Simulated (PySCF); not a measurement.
CH6O3Si2, SMILES O=C([SiH2]O)[SiH2]O. Geometry optimised at ωB97X-D3(BJ)/def2-SVP. This is a generated structure with no PubChem entry under its InChIKey; it may be hypothetical. One conformer was computed; it need not be the lowest.

Computed equilibrium geometry at ωB97X-D3(BJ)/def2-SVP (PySCF confirms it by a frequency run) as a Z-matrix, and its point group (one conformer of several):
point group C2v.
```
C
O 1 1.2321
Si 1 1.9328 2 114.02
O 3 1.6586 1 102.37 2 0.00
H 4 0.9709 3 109.63 1 0.00
H 3 1.4887 4 112.96 5 -117.71
H 3 1.4887 6 109.20 4 126.60
Si 1 1.9328 2 114.02 5 180.00
O 8 1.6586 1 102.37 2 0.00
H 9 0.9709 8 109.63 1 0.00
H 8 1.4887 9 112.96 10 117.71
H 8 1.4887 11 109.20 9 -126.60
```
Charge 0, spin multiplicity 1.
